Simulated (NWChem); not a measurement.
Everything below was run with NWChem. System: H₂OSi, charge 0, spin multiplicity 1, displaced from the optimised geometry. Level: RHF/cc-pVDZ, spin-restricted.

Input file:

```
start mol
memory heap 200 mb stack 900 mb global 1100 mb
geometry units angstroms nocenter noautoz noautosym
  Si     0.000000     0.000000     0.440978
  O      0.000000     0.000000    -1.091069
  H     -2.470702     0.000000     2.113878
  H      1.235351     0.000000     1.277428
end
basis spherical
  * library cc-pvdz
end
scf
  rhf
  nopen 0
  maxiter 100
  thresh 1e-7
  semidirect memsize 60000000 filesize 0
end
task scf energy
```

Part of the output:

```
             Northwest Computational Chemistry Package (NWChem) 7.3.0
             --------------------------------------------------------

                                NWChem Input Module
                                -------------------

 Scaling coordinates for geometry "geometry" by  1.889725989
 (inverse scale =  0.529177249)

                             Geometry "geometry" -> ""
                             -------------------------

 Output coordinates in angstroms (scale by  1.889725989 to convert to a.u.)

  No.       Tag          Charge          X              Y              Z
 ---- ---------------- ---------- -------------- -------------- --------------
    1 Si                  14.0000     0.00000000     0.00000000     0.44097800
    2 O                    8.0000     0.00000000     0.00000000    -1.09106900
    3 H                    1.0000    -2.47070200     0.00000000     2.11387800
    4 H                    1.0000     1.23535100     0.00000000     1.27742800

 Effective nuclear repulsion energy (a.u.)      48.9043379084

            Nuclear Dipole moment (a.u.)
            ----------------------------
        X                 Y               Z
 ---------------- ---------------- ----------------
    -2.3344748897     0.0000000000     1.5806537442


 Summary of "ao basis" -> "" (spherical)
 ------------------------------------------------------------------------------
       Tag                 Description            Shells   Functions and Types
 ---------------- ------------------------------  ------  ---------------------
 *                          cc-pvdz                   on all atoms

 Summary of "ao basis" -> "ao basis" (spherical)
 ------------------------------------------------------------------------------
       Tag                 Description            Shells   Functions and Types
 ---------------- ------------------------------  ------  ---------------------
 Si                         cc-pvdz                  8       18   4s3p1d
 O                          cc-pvdz                  6       14   3s2p1d
 H                          cc-pvdz                  3        5   2s1p

                                 NWChem SCF Module
                                 -----------------

  ao basis        = "ao basis"
  functions       =    42
  atoms           =     4
  closed shells   =    12
  open shells     =     0
  charge          =   0.00
  wavefunction    = RHF
  use symmetry    = F
  symmetry adapt  = F

 Summary of "ao basis" -> "ao basis" (spherical)
 ------------------------------------------------------------------------------
       Tag                 Description            Shells   Functions and Types
 ---------------- ------------------------------  ------  ---------------------
 Si                         cc-pvdz                  8       18   4s3p1d
 O                          cc-pvdz                  6       14   3s2p1d
 H                          cc-pvdz                  3        5   2s1p

 Forming initial guess at       0.1s

      Superposition of Atomic Density Guess
      -------------------------------------

 Sum of atomic energies:        -364.59749703

      Non-variational initial energy
      ------------------------------

 Total energy =    -364.565470
 1-e energy   =    -601.722860
 2-e energy   =     188.253052
 HOMO         =      -0.236930
 LUMO         =      -0.122483

 Starting SCF solution at       0.8s

 ----------------------------------------------
         Quadratically convergent ROHF

 Convergence threshold     :          1.000E-07
 Maximum no. of iterations :          100
 Final Fock-matrix accuracy:          1.000E-09
 ----------------------------------------------

              iter       energy          gnorm     gmax       time
             ----- ------------------- --------- --------- --------
                 1     -364.6168391174  1.39D+00  4.19D-01      0.8
                 2     -364.7378045500  2.94D-01  7.74D-02      0.9
                 3     -364.7491315130  1.45D-02  4.39D-03      0.9
                 4     -364.7491845348  1.93D-04  6.22D-05      0.9
                 5     -364.7491845396  2.17D-08  5.25D-09      0.9

       Final RHF  results
       ------------------

         Total SCF energy =   -364.749184539578
      One-electron energy =   -602.070884868198
      Two-electron energy =    188.417362420195
 Nuclear repulsion energy =     48.904337908425

        Time for solution =      0.1s

             Final eigenvalues
             -----------------

              1
    1  -68.9073
    2  -20.5575
    3   -6.2479
    4   -4.3540
    5   -4.3527
    6   -4.3513
    7   -1.2799
    8   -0.6952
    9   -0.5517
   10   -0.5000
   11   -0.4829
   12   -0.3378
   13   -0.0519
   14    0.0278
   15    0.1565
   16    0.2127
   17    0.3304
   18    0.4287
   19    0.4487
   20    0.4790
   21    0.5133
   22    0.5277

                       ROHF Final Molecular Orbital Analysis
                       -------------------------------------

 Vector   10  Occ=2.000000D+00  E=-4.999778D-01
              MO Center= -9.7D-02, -1.0D-16, -7.6D-01, r^2= 1.3D+00
   Bfn.  Coefficient  Atom+Function         Bfn.  Coefficient  Atom+Function
  ----- ------------  ---------------      ----- ------------  ---------------
    22      0.537798  2 O  px                25      0.392750  2 O  px
     8      0.158414  1 Si px

 Vector   11  Occ=2.000000D+00  E=-4.829058D-01
              MO Center=  1.3D-03,  1.1D-16, -8.3D-01, r^2= 1.0D+00
   Bfn.  Coefficient  Atom+Function         Bfn.  Coefficient  Atom+Function
  ----- ------------  ---------------      ----- ------------  ---------------
    23      0.536427  2 O  py                26      0.405879  2 O  py
     9      0.221481  1 Si py                12      0.158000  1 Si py

 Vector   12  Occ=2.000000D+00  E=-3.378341D-01
              MO Center= -1.5D+00, -3.7D-17,  1.4D+00, r^2= 3.4D+00
   Bfn.  Coefficient  Atom+Function         Bfn.  Coefficient  Atom+Function
  ----- ------------  ---------------      ----- ------------  ---------------
    34      0.442134  3 H  s                  4      0.359425  1 Si s
    33      0.312894  3 H  s                 39     -0.211892  4 H  s
    22      0.183331  2 O  px                25      0.156944  2 O  px
     8     -0.154868  1 Si px

 Vector   13  Occ=0.000000D+00  E=-5.191506D-02
              MO Center= -1.0D+00, -4.1D-16,  1.3D+00, r^2= 3.9D+00
   Bfn.  Coefficient  Atom+Function         Bfn.  Coefficient  Atom+Function
  ----- ------------  ---------------      ----- ------------  ---------------
     4      0.667933  1 Si s                 34     -0.504365  3 H  s
    39     -0.437753  4 H  s                 33     -0.276579  3 H  s
     8     -0.212464  1 Si px                 3      0.208833  1 Si s
    13      0.188990  1 Si pz                38     -0.174975  4 H  s
    10      0.169175  1 Si pz

 Vector   14  Occ=0.000000D+00  E= 2.782448D-02
              MO Center=  2.3D-02, -6.1D-16,  4.6D-01, r^2= 3.0D+00
   Bfn.  Coefficient  Atom+Function         Bfn.  Coefficient  Atom+Function
  ----- ------------  ---------------      ----- ------------  ---------------
    12      0.737362  1 Si py                 9      0.331266  1 Si py
    26     -0.318460  2 O  py                23     -0.259621  2 O  py

 Vector   15  Occ=0.000000D+00  E= 1.564943D-01
              MO Center=  2.7D-01,  4.1D-16,  2.8D-01, r^2= 3.7D+00
   Bfn.  Coefficient  Atom+Function         Bfn.  Coefficient  Atom+Function
  ----- ------------  ---------------      ----- ------------  ---------------
    13      0.949212  1 Si pz                 4     -0.735915  1 Si s
    21      0.624790  2 O  s                 11     -0.288970  1 Si px
    16      0.229568  1 Si d  0              39      0.201220  4 H  s
    34     -0.182146  3 H  s                 24      0.157634  2 O  pz
    27      0.151830  2 O  pz

 center of mass
 --------------
 x =  -0.05116048 y =   0.00000000 z =  -0.06971275

 moments of inertia (a.u.)
 ------------------
         109.155783973360           0.000000000000          13.281286504317
           0.000000000000         136.497503973252           0.000000000000
          13.281286504317           0.000000000000          27.341719999892

  Mulliken analysis of the total density
  --------------------------------------

    Atom       Charge   Shell Charges
 -----------   ------   -------------------------------------------------------
    1 Si  14    13.28   2.00  2.01  0.76  0.49  6.00  1.11  0.60  0.32
    2 O    8     8.54   2.00  0.86  0.97  2.72  1.98  0.01
    3 H    1     1.16   0.43  0.73  0.00
    4 H    1     1.03   0.69  0.33  0.01

       Multipole analysis of the density wrt the origin
       ------------------------------------------------

     L   x y z        total         open         nuclear
     -   - - -        -----         ----         -------
     0   0 0 0     -0.000000      0.000000     24.000000

     1   1 0 0      0.836585      0.000000     -2.334475
     1   0 1 0     -0.000000      0.000000      0.000000
     1   0 0 1      1.120819      0.000000      1.580654

     2   2 0 0    -17.309769      0.000000     27.248865
     2   1 1 0     -0.000000      0.000000      0.000000
     2   1 0 1      2.583148      0.000000    -13.015425
     2   0 2 0    -13.352402      0.000000      0.000000
     2   0 1 1     -0.000000      0.000000      0.000000
     2   0 0 2    -18.996616      0.000000     65.515522

 Task  times  cpu:        0.9s     wall:        0.9s

 Total times  cpu:        0.9s     wall:        0.9s
```
